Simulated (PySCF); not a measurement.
C2H3NOSi: core ionisation energies

Species: C₂H₃NOSi.
SMILES with atom numbers: `[N:1]#[C:2][SiH2:3][CH:4]=[O:5]`

Method used: PySCF, delta-SCF UKS SCAN, pcX-2 on the ionised atom, pcseg-1 elsewhere, spin-free X2C. Vertical ΔSCF values, vacuum level as zero.

What binding energy does each computed site have?

```json
{"atom(s)": "Si3", "bonded to": "2 C and 2 H", "level": "Si 1s", "binding energy (eV)": "1848.09", "2p1/2 (eV)": "–", "above the level's lowest (eV)": "0.00", "count": "1"}
{"atom(s)": "O5", "bonded to": "C (double bond)", "level": "O 1s", "binding energy (eV)": "539.15", "2p1/2 (eV)": "–", "above the level's lowest (eV)": "0.00", "count": "1"}
{"atom(s)": "N1", "bonded to": "C (triple bond)", "level": "N 1s", "binding energy (eV)": "405.54", "2p1/2 (eV)": "–", "above the level's lowest (eV)": "0.00", "count": "1"}
{"atom(s)": "C4", "bonded to": "O (double bond), H and Si", "level": "C 1s", "binding energy (eV)": "294.05", "2p1/2 (eV)": "–", "above the level's lowest (eV)": "+1.94", "count": "1"}
{"atom(s)": "C2", "bonded to": "N (triple bond) and Si", "level": "C 1s", "binding energy (eV)": "292.11", "2p1/2 (eV)": "–", "above the level's lowest (eV)": "0.00", "count": "1"}
{"atom(s)": "Si3", "bonded to": "2 C and 2 H", "level": "Si 2p3/2", "binding energy (eV)": "108.33", "2p1/2 (eV)": "108.95", "above the level's lowest (eV)": "0.00", "count": "1"}
```

The listed C 1s values span 1.94 eV, from C2 (bonded to N (triple bond) and Si) to C4 (bonded to O (double bond), H and Si). Summing the Pauling electronegativity differences to the bonded atoms, each weighted by its formal bond order, gives +0.82 for the lowest site and +0.78 for the highest; the largest sum, +0.82, belongs to C2, 1.94 eV below the top. The smallest sum, +0.78, belongs to C4, 1.94 eV above the lowest.

Which effective nuclear charge Zeff reproduces each element's mean 1s value in the hydrogen-like formula E = 13.606 eV × Zeff²?

C (Z = 6): mean 293.1 eV, Zeff = 4.64, Z − Zeff = 1.36; N (Z = 7): mean 405.5 eV, Zeff = 5.46, Z − Zeff = 1.54; O (Z = 8): mean 539.2 eV, Zeff = 6.29, Z − Zeff = 1.71; Si (Z = 14): mean 1848.1 eV, Zeff = 11.65, Z − Zeff = 2.35. Means run over the listed sites, weighted by atom count.

The unrestricted hole states depart most from a pure doublet (⟨S²⟩ = 0.75; over 0.85 named) for C 1s of C4 (0.87), which makes this value less certain. The 2p values add to the ΔSCF energy of one spin-free hole a correction within the shell (spin–orbit coupling, ligand field). 2p1/2 minus 2p3/2 (ligand field included): Si 0.62 eV. The structure is a single PBE0-D3(BJ)/def2-SVP conformer in the gas phase; no vibrational or solvent corrections.

The values belong to the conformer `[N:1]#[C:2][SiH2:3][CH:4]=[O:5]`: C2–Si3–C4–O5 -179°.
